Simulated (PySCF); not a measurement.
PBE on S⁻ (sulfur, charge -1), [Ne] 3s2 3p5, 2P determinant. All numbers are calculated (PySCF 2.14, no relativity, point nucleus, in def2-TZVPPD).

```
cycle= 1 E= -398.018711652845  delta_E= -0.0113  |g|= 0.0164  |ddm|= 0.182
cycle= 2 E= -398.0188375701  delta_E= -0.000126  |g|= 0.00384  |ddm|= 0.0215
cycle= 3 E= -398.018841505549  delta_E= -3.94e-06  |g|= 0.00237  |ddm|= 0.00581
cycle= 4 E= -398.018844022073  delta_E= -2.52e-06  |g|= 0.00137  |ddm|= 0.00449
cycle= 5 E= -398.018845447513  delta_E= -1.43e-06  |g|= 0.000134  |ddm|= 0.00202
cycle= 6 E= -398.018845464882  delta_E= -1.74e-08  |g|= 2.47e-05  |ddm|= 0.000249
cycle= 7 E= -398.018845465472  delta_E= -5.9e-10  |g|= 2.87e-06  |ddm|= 3.52e-05
converged SCF energy = -398.018845465472  <S^2> = 0.75431941  2S+1 = 2.0043148
```

Highest occupied orbital energy: 1.099 eV; ⟨L²⟩ = 2.03; populations by l: s 6.00, p 11.00, d 0.00, f 0.00.

(1) Can this result be used?

Answers

(1) With care. The run converged. At PBE the highest occupied level has a positive energy, so only the finite basis holds that electron; in a semilocal or global hybrid functional this comes from self-interaction and does not mean that the real anion is unbound.
